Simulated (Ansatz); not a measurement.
Reactions of H6SiSn (`[SiH3][SnH3]`).

Program: Ansatz. Geometries: PBE0-D4/def2-TZVP. ΔE: electronic, gas phase. CCSD(T)/CBS adds triple-zeta CCSD(T) − MP2 to the extrapolated MP2 energy (def2 sets, frozen cores). This one scheme is used for every species, atoms too. Functionals use def2-TZVPP. No spin–orbit coupling; open shells (•) take unrestricted orbitals. Spin–orbit coupling would lower the free atoms: a little for Si; strongly for Sn. Elements past krypton have def2 core potentials. For Sn outer-core shells are correlated without core-valence functions, so the limit isn't a true one: a few kJ/mol of doubt a bond, and 10 to 20 or more in all where bonds break to atoms. One conformer a species, not always the lowest.

| reaction | B2PLYP (kJ/mol) | CCSD(T)/CBS(def2) (kJ/mol) |
| --- | --- | --- |
| `[SiH3][SnH3]` + `O[SiH2][SiH2]CF` → `FC[SiH3]` + `O[SiH2][SiH2][SnH3]` | -9 | -13 |
| `[SiH3][SnH3]` → 6 H• + Si• + Sn• | 1964 | 2018 |
| `[SiH3][SnH3]` → `[SiH3]`• + `[SnH3]`• | 275 | 300 |
| `[SiH3][SnH3]` + `C[SiH](C)[NH][AlH2]` → `C[SiH]([SiH3])[NH][AlH2]` + `[CH3][SnH3]` | 53 | 51 |

Largest T1 diagnostic: 0.015, for `[SnH3]`•.
